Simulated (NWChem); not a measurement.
C5H2F2; SMILES C#CC(F)(F)C#C

```xyz
9

C      2.2114     0.0000    -1.1587
C      1.2178     0.0000    -0.4718
C      0.0000     0.0000     0.3538
F      0.0000    -1.0869     1.1614
F      0.0000     1.0869     1.1614
C     -1.2178     0.0000    -0.4718
C     -2.2114     0.0000    -1.1587
H      3.0976     0.0000    -1.7679
H     -3.0976     0.0000    -1.7679
```
Atoms are numbered in this order, from 1.

All runs: NWChem. Structure relaxed at the PBE0/def2-SVP level. Atomic charges in e: unrestrained fits to the electrostatic potential beside Mulliken populations; buried atoms are poorly determined by the fit.

### Question
Estimate the computed values for B3LYP/def2-SVP. Quantities: ESP C1; Mulliken C1; ESP C2; Mulliken C2; ESP C3; Mulliken C3; ESP F4; Mulliken F4; ESP F5; Mulliken F5; relative RMS misfit of the potential (%).

### Answer
ESP C1: -0.22
Mulliken C1: -0.39
ESP C2: -0.25
Mulliken C2: 0.29
ESP C3: 1.08
Mulliken C3: 0.49
ESP F4: -0.33
Mulliken F4: -0.18
ESP F5: -0.33
Mulliken F5: -0.18
relative RMS misfit of the potential (%): 26
